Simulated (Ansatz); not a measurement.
Mulliken charges of C2HF2In, SMILES `C#[C][In]([F])[F]` from r2SCAN/def2-TZVPP in Ansatz (PBE0-D4/def2-TZVP geometry).

| atom | x (Å) | y (Å) | z (Å) | charge (e) |
| --- | --- | --- | --- | --- |
| C1 | 1.631 | -0.238 | 1.168 | 0.076 |
| C2 | 0.658 | -0.096 | 0.470 | -0.471 |
| In3 | -0.989 | 0.145 | -0.709 | 1.083 |
| F4 | -2.404 | -1.146 | -0.936 | -0.458 |
| F5 | -1.387 | 1.699 | -1.778 | -0.458 |
| H6 | 2.492 | -0.364 | 1.784 | 0.228 |

Problem. By hand: the dipole of these point charges (1 e Å = 4.8032 D).

Solution. Σ q r = (1.047, -0.152, 0.749) e Å, of length 1.296 e Å = 6.22 D.

Problem. How does the dipole of the full density compare? (Best estimate.)

Solution. Ansatz gave: (0.631, -0.092, 0.452) e Å, 3.75 D; the point charges give 1.66 times that, at 0° from its direction.

Point charges leave out the atoms' own dipoles, such as those of lone pairs, and Mulliken's split depends on the basis, so the two needn't agree.
